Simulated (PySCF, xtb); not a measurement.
C2H8N2Si2, SMILES CC1=N[SiH2][Si@H]1N.

GFN2-xTB (xtb 6.7.1) at its own geometry gives an orbital gap of 2.31 eV and a dipole moment of 3.04 D.

Geometry: PBE0-D3(BJ)/def2-SVP. The structure was generated by enumeration; whether it is a known compound was not checked. The values are those of a single conformer.

What does PBE/def2-TZVP in PySCF give? (An estimate is asked for; the answer gives what the named calculation found.)

gap 3.33 eV (levels -5.17 and -1.85 eV), dipole 3.19 D.
